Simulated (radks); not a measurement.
Q: Spherical quantum dot in the effective-mass picture: electrons in a parabolic well V = omega^2 r^2 / 2 with omega = 0.135, all in effective atomic units (hartree* = m*/eps^2 hartree, bohr* = eps/m* bohr), one dielectric constant everywhere. Method: non-relativistic Kohn-Sham, LDA (Slater exchange, Perdew-Wang correlation), spin-polarised, spherical densities; computed with a radial shooting solver with Libxc functionals. Levels are named by radial order and angular momentum (1s, 1p, 1d, 2s, ...), and open shells are averaged over m. At N = 32 the configuration is 1s2 1p6 1d10 2s2 1f(up 7, down 5). Does electron 33 go into 1f down or 2p down or 2p up?

A: Into 1f down. The total energies of the other choices lie higher by 0.0213 hartree* (2p up), 0.0230 hartree* (2p down).
